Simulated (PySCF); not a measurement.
**SiOI2: one-bond stretch**

All numbers come from PBE in PySCF with Si def2-SVP, O def2-SVP, I def2-SVP with ECP28; scalar-relativistic core potentials, no spin–orbit coupling; density-fitted integrals.

Rigid scan from the singlet minimum (Si–I 2.436 Å (×2), Si–O 1.550 Å; I–Si–I 111.0°, I–Si–O 124.5° (×2)). Coordinate: the bond from Si to the last atom (I) scaled, the rest fixed. Energies in kJ/mol from the minimum.

| scale of one bond | E (kJ/mol) | dipole size (D) |
| --- | --- | --- |
| 0.92 | 27.3 | 3.43 |
| 0.96 | 5.9 | 3.23 |
| 1.00 | 0.0 | 3.06 |
| 1.05 | 6.9 | 2.92 |
| 1.12 | 31.6 | 2.85 |
| 1.20 | 69.0 | 2.93 |
| 1.35 | 139.8 | 3.27 |
| 1.55 | 213.5 | – |
| 1.80 | 270.4 | – |
| 2.20 | 309.5 | – |

At long bonds a restricted determinant can lie too high, and another spin state can fall below this curve.
